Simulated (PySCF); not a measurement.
How methods differ on the excitation energy of Bi⁺

Bi⁺ [Xe] 4f14 5d10 6s2 6p2 (3P) → Bi⁺ [Xe] 4f14 5d10 6s2 6p1 7s1 (3P), as a difference of total energies. Computed with PySCF 2.14 in aug-cc-pVQZ-PP with ECP60MDF (7s7p5d3f2g, 92 functions), with a scalar-relativistic core potential. Correlated levels: valence: 5s2 5p6 5d10 frozen. The calculations carry no spin-orbit coupling.

| method | excitation energy (eV) |
| --- | --- |
| UHF | 7.522 |
| LDA | 7.478 |
| PBE | 7.340 |
| PBE0 | 7.508 |
| r2SCAN | 7.717 |
| CAM-B3LYP | 7.644 |
| B3LYP | 7.484 |
| wB97M-V | 7.558 |
| LC-wPBE | 7.775 |
| MP2 (valence) | 7.572 |
| SCS-MP2 (valence) | 7.581 |

Question: How much does correlation contribute at MP2 (valence)?

Answer: 7.572 − (7.522) = 0.050 eV, measured against UHF.

Spin-orbit coupling is strong in these open shells (close to jj coupling). The scalar numbers leave it out and a first-order estimate fails, so it can dominate the gap to the real levels.

The promoted electron is Rydberg-like, and one or two diffuse shells describe it only roughly, which tends to raise the upper state.
